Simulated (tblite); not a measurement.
Parent: `[CH:1]#[C:2][Si@@H:3]([CH3:4])[SiH2:5][SiH3:6]` with C2–Si3–Si5–Si6 60°, C3H10Si3.

The geometries are computed with GFN2-xTB (gas phase). One conformer each, not checked by frequencies here.

```json
{"coordinate of the parent": "C1≡C2", "value": "1.203 Å"}
{"coordinate of the parent": "C2–Si3", "value": "1.855 Å"}
{"coordinate of the parent": "Si3–C4", "value": "1.905 Å"}
{"coordinate of the parent": "Si3–Si5", "value": "2.328 Å"}
{"coordinate of the parent": "Si5–Si6", "value": "2.309 Å"}
{"coordinate of the parent": "C1–C2–Si3", "value": "178.5°"}
{"coordinate of the parent": "C2–Si3–C4", "value": "106.4°"}
{"coordinate of the parent": "C2–Si3–Si5", "value": "109.3°"}
{"coordinate of the parent": "C4–Si3–Si5", "value": "113.1°"}
{"coordinate of the parent": "Si3–Si5–Si6", "value": "116.0°"}
```

Task: How does the shared frame change in `[CH2:1]=[CH:2][CH2:3][C:4]#[C:5][Si@H:6]([CH3:7])[SiH2:8][SiH3:9]` with C1–C2–C3–C4 -119°, C5–Si6–Si8–Si9 12°, C6H14Si3? Atoms pair as C1 = C4, C2 = C5, Si3 = Si6, C4 = C7, Si5 = Si8, Si6 = Si9 (parent first).

Result: 
```tsv
parent	relative	value in the relative	change
C1≡C2	C4≡C5	1.206 Å	+0.003
C2–Si3	C5–Si6	1.850 Å	-0.005
Si3–C4	Si6–C7	1.905 Å	0.000
Si3–Si5	Si6–Si8	2.328 Å	0.000
Si5–Si6	Si8–Si9	2.313 Å	+0.004
C1–C2–Si3	C4–C5–Si6	175.5°	-3.0
C2–Si3–C4	C5–Si6–C7	107.1°	+0.7
C2–Si3–Si5	C5–Si6–Si8	106.3°	-3.0
C4–Si3–Si5	C7–Si6–Si8	112.1°	-1.0
Si3–Si5–Si6	Si6–Si8–Si9	115.2°	-0.8
```

Of the parent's bonds, C2–Si3 and Si5–Si6 change most and about equally (-0.005 to +0.004 Å). Bonds of the relative outside the shared frame: C1=C2 1.319, C2–C3 1.502, C3–C4 1.452 Å. Point group C1 → C1.

Task: How does the shared frame change in `[CH3:1][Si@@H:2]([C:3]#[C:4][CH2:5][Cl:6])[SiH2:7][SiH3:8]` with C1–Si2–Si7–Si8 -146°, C4H11ClSi3? Atoms pair as C1 = C4, C2 = C3, Si3 = Si2, C4 = C1, Si5 = Si7, Si6 = Si8 (parent first).

Result: 
| parent | relative | value in the relative | change |
| --- | --- | --- | --- |
| C1≡C2 | C4≡C3 | 1.206 Å | +0.003 |
| C2–Si3 | C3–Si2 | 1.856 Å | +0.001 |
| Si3–C4 | Si2–C1 | 1.905 Å | 0.000 |
| Si3–Si5 | Si2–Si7 | 2.329 Å | +0.001 |
| Si5–Si6 | Si7–Si8 | 2.312 Å | +0.003 |
| C1–C2–Si3 | C4–C3–Si2 | 177.5° | -1.0 |
| C2–Si3–C4 | C3–Si2–C1 | 106.1° | -0.3 |
| C2–Si3–Si5 | C3–Si2–Si7 | 108.0° | -1.3 |
| C4–Si3–Si5 | C1–Si2–Si7 | 113.4° | +0.3 |
| Si3–Si5–Si6 | Si2–Si7–Si8 | 116.6° | +0.6 |

No shared bond changes by more than 0.004 Å. Bonds of the relative outside the shared frame: C4–C5 1.439, C5–Cl6 1.809 Å. Point group C1 → C1.

Task: How does the shared frame change in `[CH3:1][Si@H:2]([C:3]#[C:4][CH:5]1[CH2:6][CH2:7]1)[SiH2:8][SiH3:9]` with C1–Si2–Si8–Si9 97°, C6H14Si3? Atoms pair as C1 = C4, C2 = C3, Si3 = Si2, C4 = C1, Si5 = Si8, Si6 = Si9 (parent first).

Result: 
| parent | relative | value in the relative | change |
| --- | --- | --- | --- |
| C1≡C2 | C4≡C3 | 1.208 Å | +0.005 |
| C2–Si3 | C3–Si2 | 1.849 Å | -0.006 |
| Si3–C4 | Si2–C1 | 1.905 Å | 0.000 |
| Si3–Si5 | Si2–Si8 | 2.328 Å | 0.000 |
| Si5–Si6 | Si8–Si9 | 2.313 Å | +0.004 |
| C1–C2–Si3 | C4–C3–Si2 | 174.8° | -3.7 |
| C2–Si3–C4 | C3–Si2–C1 | 107.3° | +0.9 |
| C2–Si3–Si5 | C3–Si2–Si8 | 106.3° | -3.0 |
| C4–Si3–Si5 | C1–Si2–Si8 | 111.8° | -1.3 |
| Si3–Si5–Si6 | Si2–Si8–Si9 | 114.8° | -1.2 |

Of the parent's bonds, C1–C2 and C2–Si3 change most and about equally (-0.006 to +0.005 Å). Bonds of the relative outside the shared frame: C4–C5 1.428, C5–C6 1.508, C6–C7 1.493, C5–C7 1.508 Å. Point group C1 → C1.
